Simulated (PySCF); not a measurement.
Ionisation energy of Rb⁷⁺ by level of theory

Rb⁷⁺ [Ar] 3d10 4s2 (1S) → Rb⁸⁺ [Ar] 3d10 4s1 (2S), as a difference of total energies. Computed with PySCF 2.14 in an even-tempered Gaussian basis (19 s from 0.18 bohr⁻², ratio 2.5; 13 p from 0.23 bohr⁻², ratio 2.5; 10 d from 0.42 bohr⁻², ratio 2.5; 5 f from 1.7 bohr⁻², ratio 2.7; 5 g from 2.5 bohr⁻², ratio 2.7), with the non-relativistic Hamiltonian (point nucleus). Correlated levels: outer shells: [Ne] frozen; virtual orbitals above 40 to 60 times the deepest correlated orbital energy dropped. The calculations carry no spin-orbit coupling.

```json
{"method": "UHF", "ionisation energy (eV)": "128.53"}
{"method": "LDA", "ionisation energy (eV)": "131.86"}
{"method": "PBE", "ionisation energy (eV)": "131.42"}
{"method": "PBE0", "ionisation energy (eV)": "130.91"}
{"method": "r2SCAN", "ionisation energy (eV)": "130.47"}
{"method": "MP2 (outer shells)", "ionisation energy (eV)": "130.63"}
{"method": "SCS-MP2 (outer shells)", "ionisation energy (eV)": "130.63"}
```

Question: How much does correlation contribute at MP2 (outer shells)?

Answer: 130.63 − (128.53) = 2.10 eV, measured against UHF.

These non-relativistic numbers lack the scalar-relativistic shift.

For comparison: 132.79 ± 0.25 eV (semi-empirical (NIST evaluation); NIST Atomic Spectra Database, ionization energies).
